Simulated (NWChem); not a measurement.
Everything below was run with NWChem. System: cyclohexanone (C$_{6}$H$_{10}$O), charge 0, spin multiplicity 1, at a geometry optimised with PBE0/def2-SVP. Level: MP2/def2-SVP, 7 core orbitals frozen.

Part of the output:

```
             Northwest Computational Chemistry Package (NWChem) 7.3.0
             --------------------------------------------------------

                                NWChem Input Module
                                -------------------

 Scaling coordinates for geometry "geometry" by  1.889725989
 (inverse scale =  0.529177249)

 Turning off AUTOSYM since
 SYMMETRY directive was detected!

                             Geometry "geometry" -> ""
                             -------------------------

 Output coordinates in angstroms (scale by  1.889725989 to convert to a.u.)

  No.       Tag          Charge          X              Y              Z
 ---- ---------------- ---------- -------------- -------------- --------------
    1 O                    8.0000    -0.00482800     2.32547200     0.00000000
    2 C                    6.0000    -0.22091700     1.13758000     0.00000000
    3 C                    6.0000    -0.37813900     0.33895800    -1.27914100
    4 C                    6.0000     0.41918000    -0.96764300    -1.25720400
    5 C                    6.0000     0.13236700    -1.78139200     0.00000000
    6 C                    6.0000     0.41918000    -0.96764300     1.25720400
    7 C                    6.0000    -0.37813900     0.33895800     1.27914100
    8 H                    1.0000    -1.45487600     0.10493400    -1.37764900
    9 H                    1.0000    -0.10433400     0.98701100    -2.12386000
   10 H                    1.0000     0.19770000    -1.55517700    -2.16235900
   11 H                    1.0000     1.49748100    -0.73273300    -1.29832900
   12 H                    1.0000     0.73212500    -2.70572200     0.00000000
   13 H                    1.0000    -0.92663200    -2.09902200     0.00000000
   14 H                    1.0000     0.19770000    -1.55517700     2.16235900
   15 H                    1.0000     1.49748100    -0.73273300     1.29832900
   16 H                    1.0000    -0.10433400     0.98701100     2.12386000
   17 H                    1.0000    -1.45487600     0.10493400     1.37764900

 Effective nuclear repulsion energy (a.u.)     309.7783239510

            Nuclear Dipole moment (a.u.)
            ----------------------------
        X                 Y               Z
 ---------------- ---------------- ----------------
     0.0000056692     0.0000188973    -0.0000000000

      Symmetry information
      --------------------

 Group name             Cs
 Group number              2
 Group order               2
 No. of unique centers    11

      Symmetry unique atoms

     1    2    3    4    5    8    9   10   11   12   13


 Summary of "ao basis" -> "" (spherical)
 ------------------------------------------------------------------------------
       Tag                 Description            Shells   Functions and Types
 ---------------- ------------------------------  ------  ---------------------
 *                          def2-svp                  on all atoms

 Summary of "ao basis" -> "ao basis" (spherical)
 ------------------------------------------------------------------------------
       Tag                 Description            Shells   Functions and Types
 ---------------- ------------------------------  ------  ---------------------
 O                          def2-svp                 6       14   3s2p1d
 C                          def2-svp                 6       14   3s2p1d
 H                          def2-svp                 3        5   2s1p

                                 NWChem SCF Module
                                 -----------------

  ao basis        = "ao basis"
  functions       =   148
  atoms           =    17
  closed shells   =    27
  open shells     =     0
  charge          =   0.00
  wavefunction    = RHF
  use symmetry    = T
  symmetry adapt  = T

 Summary of "ao basis" -> "ao basis" (spherical)
 ------------------------------------------------------------------------------
       Tag                 Description            Shells   Functions and Types
 ---------------- ------------------------------  ------  ---------------------
 O                          def2-svp                 6       14   3s2p1d
 C                          def2-svp                 6       14   3s2p1d
[...]
  ----- ------------  ---------------      ----- ------------  ---------------
     6      0.466886   1 O  pz                9      0.381222   1 O  pz
    20     -0.247292   2 C  pz               31      0.229532   3 C  s
    87     -0.229532   7 C  s                34      0.212067   3 C  pz
    90      0.212067   7 C  pz

 Vector   28  Occ=0.000000D+00  E= 1.370144D-01  Symmetry=a'
              MO Center= -3.9D-01,  1.8D-02, -6.6D-14, r^2= 6.4D+00
   Bfn.  Coefficient  Atom+Function         Bfn.  Coefficient  Atom+Function
  ----- ------------  ---------------      ----- ------------  ---------------
    59      1.105774   5 C  s                31      0.674117   3 C  s
    87      0.674117   7 C  s               100     -0.648629   8 H  s
   145     -0.648629  17 H  s               125     -0.558963  13 H  s
   110     -0.541407  10 H  s               130     -0.541407  14 H  s
    17     -0.417514   2 C  s                45      0.391162   4 C  s

 Vector   29  Occ=0.000000D+00  E= 1.816838D-01  Symmetry=a'
              MO Center=  7.8D-01, -6.7D-01,  4.5D-15, r^2= 7.9D+00
   Bfn.  Coefficient  Atom+Function         Bfn.  Coefficient  Atom+Function
  ----- ------------  ---------------      ----- ------------  ---------------
    45      1.366353   4 C  s                73      1.366353   6 C  s
   120     -1.014018  12 H  s               115     -0.821348  11 H  s
   135     -0.821348  15 H  s                64     -0.617178   5 C  py
   105     -0.612167   9 H  s               140     -0.612167  16 H  s
   110     -0.467211  10 H  s               130     -0.467211  14 H  s

 Vector   30  Occ=0.000000D+00  E= 1.938999D-01  Symmetry=a'
              MO Center= -5.8D-01, -4.1D-02,  1.5D-15, r^2= 6.9D+00
   Bfn.  Coefficient  Atom+Function         Bfn.  Coefficient  Atom+Function
  ----- ------------  ---------------      ----- ------------  ---------------
    31      1.418259   3 C  s                87      1.418259   7 C  s
   100     -0.918265   8 H  s               145     -0.918265  17 H  s
   125     -0.742065  13 H  s               115      0.718535  11 H  s
   135      0.718535  15 H  s                45     -0.635844   4 C  s
    73     -0.635844   6 C  s               105     -0.440353   9 H  s

 center of mass
 --------------
 x =  -0.00147979 y =   0.13735658 z =  -0.00000000

 moments of inertia (a.u.)
 ------------------
        1026.760636904060          79.324549131399           0.000000000000
          79.324549131399         434.528044058992           0.000000000000
           0.000000000000           0.000000000000         726.060215167630

  Mulliken analysis of the total density
  --------------------------------------

    Atom       Charge   Shell Charges
 -----------   ------   -------------------------------------------------------
    1 O    8     8.36   1.99  1.08  0.71  2.80  1.76  0.02
    2 C    6     5.83   1.99  0.93  0.23  1.90  0.66  0.11
    3 C    6     6.04   1.99  0.87  0.20  2.07  0.86  0.04
    4 C    6     6.07   1.99  0.86  0.25  2.05  0.88  0.05
    5 C    6     6.07   1.99  0.86  0.25  2.05  0.88  0.05
    6 C    6     6.07   1.99  0.86  0.25  2.05  0.88  0.05
    7 C    6     6.04   1.99  0.87  0.20  2.07  0.86  0.04
    8 H    1     0.95   0.75  0.17  0.02
    9 H    1     0.94   0.75  0.17  0.02
   10 H    1     0.95   0.76  0.17  0.02
   11 H    1     0.96   0.76  0.18  0.02
   12 H    1     0.96   0.76  0.17  0.02
   13 H    1     0.97   0.76  0.19  0.02
   14 H    1     0.95   0.76  0.17  0.02
   15 H    1     0.96   0.76  0.18  0.02
   16 H    1     0.94   0.75  0.17  0.02
   17 H    1     0.95   0.75  0.17  0.02

       Multipole analysis of the density wrt the origin
       ------------------------------------------------

     L   x y z        total         open         nuclear
     -   - - -        -----         ----         -------
     0   0 0 0     -0.000000      0.000000     54.000000

     1   1 0 0     -0.186375      0.000000      0.000006
     1   0 1 0     -1.364937      0.000000      0.000019
     1   0 0 1      0.000000      0.000000     -0.000000

     2   2 0 0    -31.564347      0.000000     51.549645
     2   1 1 0     -0.370635      0.000000    -45.618798
     2   1 0 1     -0.000000      0.000000     -0.000000
     2   0 2 0    -40.068568      0.000000    365.284581
     2   0 1 1      0.000000      0.000000     -0.000000
     2   0 0 2    -31.348096      0.000000    229.053309

                   NWChem MP2 Semi-direct Energy/Gradient Module
                   ---------------------------------------------

  Basis functions       =    148
  Molecular orbitals    =    148
  Frozen core           =      7
  Frozen virtuals       =      0
  Active alpha occupied =     20
  Active beta occupied  =     20
  Active alpha virtual  =    121
  Active beta virtual   =    121
  Use MO symmetry       = T
  Use skeleton AO sym   = T

  AO/Fock/Back tols     =   1.0D-09  1.0D-09  1.0D-09

 GA uses MA = F    GA memory limited = T

 Available:
  local mem=  1.26D+08
 global mem=  1.44D+08
 local disk=  0.00D+00
  mp2_memr nvloc                   121
  nvloc new                   121
   1 passes of  20:        3145728                     106394                  87739747.
   1 passes of  20: M    126139408           G      144135392           F     122993680.

 Semi-direct pass number   1 of   1  for RHF alpha+beta  at        6.4s
  vrange nnbf                 10659
  mp2_eaftype                   334  avail_ma_in_mb                  1099
 EAF : mp2_eaftype filesize         334   43869874.
  mp2_eaf for mointskh                    334
Node 0 wrote    206.4 Mb in      0.6 s     Agg I/O rate:   326.5 Mb/s
 Done moints_semi at       13.6s
  mp2_eaftype                   334  avail_ma_in_mb                   765
 EAF : mp2_eaftype filesize         334   43869874.
  mp2_eaf for kh                   334
 Done maket at       14.2s
 Done multipass loop at       14.2s

          -------------------------------------------
          SCF energy                -307.676428845484
          Correlation energy          -1.010294820062
          Singlet pairs               -0.640588377595
          Triplet pairs               -0.369706442466
          Total MP2 energy          -308.686723665545
          -------------------------------------------

          ---------------------------------------------------
                    Spin Component Scaled (SCS) MP2
          Same spin pairs                     -0.246470961644
          Same spin scaling factor             0.333333333333
          Opposite spin pairs                 -0.763823858418
          Opposite spin scaling fact.          1.200000000000
          SCS-MP2 correlation energy          -0.998745617316
          Total SCS-MP2 energy              -308.675174462799
          ---------------------------------------------------

 -----------------------
 Performance information
 -----------------------

 Timer overhead =  9.62D-08 seconds/call

               Nr. of calls         CPU time (s)                 Wall time (s)                GFlops
             ---------------    -------------------     ------------------------------   -------------------
Name         Min   Avg   Max    Min     Avg     Max     Min     Avg     Max   Mx/calls   Min     Max     Sum
mp2: moin     1     1     1    7.2     7.2     7.2      7.2     7.2     7.2     7.2      0.0     0.0     0.0
mp2: make     1     1     1   0.56    0.56    0.56     0.56    0.56    0.56    0.56      0.0     0.0     0.0
mp2: tota     1     1     1    7.8     7.8     7.8      7.8     7.8     7.8     7.8      0.0     0.0     0.0

 The average no. of pstat calls per process was 3.00D+00
 with a timing overhead of 2.89D-07s

 Task  times  cpu:       14.2s     wall:       14.2s

 Total times  cpu:       14.2s     wall:       14.2s
```

Task: Write an NWChem input that would produce this output.

Result: Several could match; the one computed here: 
```
start mol
memory heap 200 mb stack 900 mb global 1100 mb
geometry units angstroms nocenter noautoz
  O     -0.004828     2.325472     0.000000
  C     -0.220917     1.137580     0.000000
  C     -0.378139     0.338958    -1.279141
  C      0.419180    -0.967643    -1.257204
  C      0.132367    -1.781392     0.000000
  C      0.419180    -0.967643     1.257204
  C     -0.378139     0.338958     1.279141
  H     -1.454876     0.104934    -1.377649
  H     -0.104334     0.987011    -2.123860
  H      0.197700    -1.555177    -2.162359
  H      1.497481    -0.732733    -1.298329
  H      0.732125    -2.705722     0.000000
  H     -0.926632    -2.099022     0.000000
  H      0.197700    -1.555177     2.162359
  H      1.497481    -0.732733     1.298329
  H     -0.104334     0.987011     2.123860
  H     -1.454876     0.104934     1.377649
  symmetry group Cs
end
basis spherical
  * library def2-svp
end
scf
  rhf
  nopen 0
  maxiter 100
  thresh 1e-7
  semidirect memsize 60000000 filesize 0
end
mp2
  freeze core 7
end
task mp2 energy
```
